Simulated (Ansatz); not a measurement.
Mulliken charges of ClFGaO, SMILES `[O][Ga]([F])[Cl]` radical from r2SCAN/def2-TZVPP in Ansatz (PBE0-D4/def2-TZVP geometry).

```
atom   x (Å)   y (Å)   z (Å)  charge (e)
  O1   1.055   0.744   1.282      -0.252
 Ga2   0.060  -0.058   0.024       0.792
  F3   0.362  -1.735  -0.287      -0.340
 Cl4  -1.422   0.988  -1.039      -0.200
```

**Question.** By hand: the dipole of these point charges (1 e Å = 4.8032 D).

**Answer.** Σ q r = (-0.057, 0.159, 0.001) e Å, of length 0.169 e Å = 0.81 D.

**Question.** How does the dipole of the full density compare? (An estimate is asked.)

**Answer.** Computed: (-0.086, 0.112, -0.043) e Å, 0.71 D; the point charges give 1.14 times that, at 25° from its direction.

Point charges leave out the atoms' own dipoles, such as those of lone pairs, and Mulliken's split depends on the basis, so the two needn't agree.
